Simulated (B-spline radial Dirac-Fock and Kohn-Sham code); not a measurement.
**Binding energies of Sn⁴⁺ at several levels of theory**

System: tin as Sn⁴⁺, [Kr] 4d9 5s1 (an excited configuration).

The density-functional columns are spherical, spin-unpolarised Dirac-Kohn-Sham results without Breit or QED terms: −ε is minus the orbital energy of the initial state and ΔSCF the difference of two total energies. The reference in the last column comes from Dirac-Fock ΔSCF + Breit + QED. All numbers are from a B-spline atomic structure program, in eV; a selection of levels is shown. For the 1s level of heavy atoms much of the gap between ΔSCF and the reference is the Breit and QED part, -96.0 eV here; for other levels the error of the functional can be larger.

| level | LDA −ε | LDA ΔSCF | Dirac-Fock |
| --- | --- | --- | --- |
| K | 29010.1 | 29348.4 | 29261.6 |
| L1 | 4422.3 | 4483.9 | 4533.8 |
| L2 | 4136.7 | 4212.8 | 4219.6 |
| L3 | 3906.3 | 3978.1 | 3992.1 |
| M1 | 893.5 | 915.8 | 949.1 |
| M2 | 777.2 | 800.2 | 821.3 |
| M3 | 735.2 | 757.4 | 778.8 |
| M4 | 528.9 | 553.2 | 555.1 |
| N2 | 143.6 | 154.3 | 160.5 |
| N3 | 135.8 | 146.3 | 152.8 |
| N4,5 | 73.29 | 82.78 | 81.24 |
| O1 | 49.18 | 54.61 | 52.20 |

Values without a named source are computed, but for edge energies of neutral atoms, which are taken from tables.
